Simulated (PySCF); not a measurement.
# Correlation energy of Zn(12+) (zinc, charge +12)

[Ar], closed-shell 1S. Calculation: PySCF 2.14, in an uncontracted even-tempered set (19 s from 0.81 bohr⁻², ratio 2.5; 12 p from 1.1 bohr⁻², ratio 2.5; 5 d from 7 bohr⁻², ratio 2.7; 4 f from 11 bohr⁻², ratio 2.7); scalar relativity by spin-free X2C-1e. Frozen: 1s2; 16 electrons correlated; the 22 highest virtual orbitals of each spin left out.

```
  level  correlation energy (mhartree)
   CCSD                        -600.04
    (T)                          -3.04
CCSD(T)                        -603.08
```

Diagnostics: T1 = 0.0013, D1 = 0.0030, largest double amplitude 0.026.

Problem. Is a single reference adequate?

Solution. Yes, within this model without spin-orbit coupling: T1 lies below 0.03 and no double amplitude reaches 0.07.
